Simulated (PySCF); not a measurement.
ReO3Br, SMILES [Br][Re](=[O])(=[O])=[O], multiplicity 1. Geometry optimised at PBE-D3(BJ)/def2-SVP. The spin state was assumed, not searched. The def2 effective core potentials stand for the cores of Re; spin–orbit coupling is left out.

Calculation: PBE-D3(BJ)/def2-SVP run with PySCF.

Harmonic wavenumbers (cm⁻¹): 160, 160, 240, 333, 333, 336, 969, 969, 995. Rotational constants (GHz): 4.057, 1.109, 1.109; symmetry number 3.

Q: Work out the zero-point energy and the ideal-gas rigid-rotor harmonic-oscillator thermochemistry at 298.15 K and 1 atm.

A: ZPE = ½ Σ hcν = ½ × 4495 cm⁻¹ = 6.43 kcal/mol. H − E(el) = 10.69 kcal/mol. Entropy in cal/(mol K): translation 43.13, rotation 26.37, vibration 10.94, total 80.44. G − E(el) = -13.30 kcal/mol. Cp = 19.54 cal/(mol K).
